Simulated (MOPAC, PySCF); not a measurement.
CH4O4, SMILES `C(O)(O)(O)O`, neutral singlet in the gas phase. 

Cartesian coordinates (Å):
```xyz
9

O      0.4269    -1.0887    -0.7696
C      0.0002    -0.0003     0.0002
O     -1.3537     0.2041    -0.2907
O      0.0989    -0.1977     1.3824
O      0.8286     1.0812    -0.3215
H      1.4010    -1.0877    -0.7337
H     -1.4441     0.1220    -1.2578
H     -0.6326    -0.7927     1.6296
H      0.6747     1.7599     0.3611
```
Charge 0, spin multiplicity 1.

All levels are single points at this geometry (PBE-D3(BJ)/def2-TZVP); Pople sets use spherical d functions. Orbital energies aren't observables, and empty levels follow the basis.

```csv
level,HOMO (eV),LUMO (eV),gap (eV),dipole (D),"vertical IE, Delta-SCF (eV)"
PBE-D3(BJ)/def2-TZVP in PySCF,-6.97,-0.07,6.90,0.01,–
B3LYP/3-21G in PySCF,-7.58,2.40,9.98,0.01,–
B3LYP/6-311+G** in PySCF,-8.70,-0.34,8.36,0.01,–
BP86/6-31G* in PySCF,-6.52,1.21,7.72,0.01,–
PBE/6-31G* in PySCF,-6.38,1.15,7.53,0.01,–
SVWN5/6-31G* in PySCF,-6.51,1.01,7.52,0.01,–
HF/6-31G* in PySCF,-13.39,5.76,19.15,0.01,12.25
PM3 in MOPAC,-12.45,2.21,14.66,0.01,–
PM6 in MOPAC,-12.48,0.44,12.92,0.01,–
```
